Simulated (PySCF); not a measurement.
Lewis adduct: AlH3 (SMILES [AlH3]) (first 4 atoms) with CH2O (SMILES C=O); geometry from B3LYP-D3(BJ)/def2-TZVP, rigid monomers moved along the line of their centres of mass till Al1···O6 is 2.81 Å.
(charge 0, multiplicity 1):
```xyz
8

Al     0.154     0.333     0.910
H      1.059     1.635     1.003
H     -1.372     0.454     1.385
H      0.500    -0.775    -0.175
C      0.166    -1.289     4.219
O      0.878    -0.995     3.281
H     -0.903    -1.038     4.213
H      0.594    -1.812     5.083
```

Counterpoise-corrected where a basis set is named; no monomer relaxation. Rows marked so take none.

Rows in 3-21G, 6-31G*, STO-3G carry no dispersion term and start afresh at each structure (6-31G* with six Cartesian d functions).

Programs: PySCF for 3-21G rows, 6-31G* rows, STO-3G rows. Values without a source in brackets are computed.

Task: One of these levels gives -11.62 kcal/mol for the interaction energy. Which one is it?
(A) HF/STO-3G (no counterpoise)
(B) HF/6-31G*
(C) BP86/6-31G* (no counterpoise)
(D) HF/3-21G (no counterpoise)

Result: C, BP86/6-31G* (no counterpoise). The others give -8.69 (HF/STO-3G (no counterpoise)), -16.05 (HF/3-21G (no counterpoise)), -10.69 (HF/6-31G*)
